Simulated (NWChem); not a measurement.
# Total energies of Bi

```xyz
1

Bi     0.0000     0.0000     0.0000
```
Charge 0, spin multiplicity 4.

Program: NWChem.

Basis set: def2-SVP (26 functions).

```
method        total energy (Ha)
------------  -----------------
UHF                  -213.59116
UMP2                 -213.65361
UB2PLYP              -214.28892
UPBE                 -214.63129
UB3LYP               -214.67986
ULDA (SVWN5)         -214.31726
```

Total energies of different functionals aren't comparable as a measure of quality: only differences taken within one method are. 

Effective core potentials replace the inner electrons of Bi; spin-orbit coupling is left out. The correlated methods keep 4 core orbitals frozen. B3LYP has NWChem's definition, with VWN1-RPA local correlation. The stability of the SCF solutions was not checked. Open-shell Hartree-Fock references start from PBE0 orbitals.
